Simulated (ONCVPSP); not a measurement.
# Configuration tests for fluorine (F) (ONCV)

- Element: fluorine (F)
- Generator: ONCVPSP 4.0.1
- Type: optimised norm-conserving Vanderbilt (ONCV)
- Functional: revPBE
- Relativity: scalar-relativistic
- Frozen core: [He]
- Valence charge: 7
- Reference configuration: 2s2 2p3 (charge +2)
- Partial waves: 2s: rc 0.50 bohr, ncon 3, nbas 8, qcut 12.2 1/bohr, local; 2p: rc 1.65 bohr, ncon 3, nbas 7, qcut 8.1 1/bohr, 2 projectors, debl 2.6 Ha; d scattering state at 0.14 Ha: rc 1.30 bohr, ncon 3, nbas 6, qcut 8.8 1/bohr, 2 projectors, debl 2.5 Ha
- Local potential: the s channel
- Core correction: Teter function, fcfact 3, rcfact 1.65

Energies are relative to the spin-unpolarised reference configuration 2s2 2p3; without spin polarisation the order of configurations can differ from experiment.

```
valence configuration  charge  ΔE all-electron (eV)  error AE − PS (meV)
              2s2 2p5       0               -57.648                 +737
              2s2 2p2      +3                60.568                 +536
              2s1 2p5      +1               -19.113                 +702
```

Question: What are ΔE and the potential's error for 2s2 2p4?

Answer: ΔE = -38.323 eV all-electron; the error (AE − PS) is +286 meV.

Levels in the configuration 2s1 2p5:

| level | all-electron (eV) | pseudo (eV) |
| --- | --- | --- |
| 2s | -47.609 | -47.905 |
| 2p | -28.383 | -29.101 |
